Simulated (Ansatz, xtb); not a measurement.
# Relative energy of two structures of InOPSi

Structure X: a singlet given by its coordinates. Structure Y: `O=[Si]=[P][In]`, a singlet. Both are isolated molecules in the gas phase, relaxed with r2SCAN-D4/def2-SVP.

X (Å):

| atom | x (Å) | y (Å) | z (Å) |
| --- | --- | --- | --- |
| In | -2.0852 | -2.5712 | -3.4712 |
| O | -2.5703 | -1.5845 | -1.4098 |
| P | -1.9141 | -0.0607 | -2.4963 |
| Si | -1.2490 | -0.8397 | -0.5837 |

Close contacts (Å): In1–O2 2.34, In1–P3 2.70, O2–Si4 1.73, P3–Si4 2.17.

Y (Å):

```xyz
4

In   -0.1789    2.0640   -0.1912
O    -0.6024   -2.0992    1.1191
P     0.0632    1.1930    2.3146
Si   -0.3145   -0.6829    1.6440
```

Question: Which of the two would you expect CCSD(T)/def2-TZVPP electronic energies to favour?

Answer: Structure Y; the calculation gives E(Y) − E(X) = −12.6 kcal/mol.

Level by level:

```
             level            geometry  E(Y) − E(X) (kcal/mol)  departure from the last row (kcal/mol)  job, with rough time for the two
r2SCAN-D4/def2-SVP  r2SCAN-D4/def2-SVP                     −11.6                                    +1.1                optimisation, 77 s
     HF/def2-TZVPP  r2SCAN-D4/def2-SVP                     −14.8                                    −2.2           part of the CCSD(T) run
    MP2/def2-TZVPP  r2SCAN-D4/def2-SVP                     −17.5                                    −4.8           part of the CCSD(T) run
CCSD(T)/def2-TZVPP  r2SCAN-D4/def2-SVP                     −12.6                                                     single point, 4.3 min
```

The levels shown agree on the order. The largest departure from CCSD(T)/def2-TZVPP is that of MP2/def2-TZVPP, 4.8 kcal/mol. Levels run at GFN2-xTB geometries aren't shown.

With harmonic frequencies from r2SCAN-D4/def2-SVP (ideal gas, rigid rotor, one conformer each, 298.15 K, 1 atm): the zero-point term adds +0.5 kcal/mol; ΔH is −12.0 and ΔG −12.8 kcal/mol.

The T1 diagnostic of structures X and Y is large, so the coupled-cluster value is less sure. The correlated steps freeze 15 core orbitals; the filled d shell of In is correlated, in a basis made for valence electrons. Atoms past krypton carry core potentials in the def2 sets and no spin–orbit term is included. Mirror images aren't counted in ΔG. Programs: Ansatz 0.2.0; the last row on 1 thread of AMD EPYC (Zen 3) on a shared host.
